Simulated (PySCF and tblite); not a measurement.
Results of a calculation; reference values are marked as such.
3-acetyl-1-fluorobenzene, C8H7FO, numbered as in [CH3:1][C:2](=[O:3])[c:4]1[cH:5][cH:6][cH:7][c:8]([F:9])[cH:10]1.

Level: PBE0-D3(BJ)/def2-SVPD (IEF-PCM, chloroform)//PBE0-D3(BJ)/def2-SVP, thermal terms from GFN2-xTB, symmetry numbers and mirror pairs counted. Conformers within 3 kcal/mol (GFN2-xTB free energy) were kept, 8 at most. GIAO shieldings: PBE0/pcSseg-1 (IEF-PCM, chloroform). Shifts are against TMS (¹H), TMS (¹³C), CFCl3 (¹⁹F) at the same level. Run with PySCF (density fitting) and tblite.

Q: What shifts does this protocol give at 298.15 K under fast conformational exchange?

A: ¹H: 8.06 (H5, 1H), 7.93 (H10, 1H), 7.78 (H6, 1H), 7.55 (H7, 1H), 2.71 (H1, 3H) ppm. ¹³C: 202.2 (C2), 170.9 (C8), 142.4 (C4), 137.0 (C6), 130.9 (C5), 127.6 (C7), 121.4 (C10), 29.2 (C1) ppm. ¹⁹F: -113.2 (F9) ppm.

Q: How do the conformers differ?

A: Torsions listed: O3–C2–C4–C5.
```tsv
conformer	shape	weight %
1	179°	56.1
2	1°	43.9
```

| signal | 1 | 2 | average |
| --- | --- | --- | --- |
| H1 | 2.73 | 2.69 | 2.71 |
| H5 | 7.92 | 8.24 | 8.06 |
| H6 | 7.78 | 7.79 | 7.78 |
| H7 | 7.54 | 7.56 | 7.55 |
| H10 | 8.07 | 7.76 | 7.93 |
| C1 | 29.4 | 29.0 | 29.2 |
| C2 | 202.1 | 202.2 | 202.2 |
| C4 | 142.7 | 142.1 | 142.4 |
| C5 | 131.9 | 129.7 | 130.9 |
| C6 | 137.1 | 136.8 | 137.0 |
| C7 | 127.7 | 127.4 | 127.6 |
| C8 | 171.0 | 170.8 | 170.9 |
| C10 | 120.3 | 122.9 | 121.4 |
| F9 | -113.2 | -113.3 | -113.2 |

Unscaled ¹⁹F shifts at such levels can be off by tens of ppm; differences between conformers or isomers are more reliable. Shifts are unscaled: against experiment ¹³C can be off by 15 ppm or more and ¹H by 0.8 ppm.
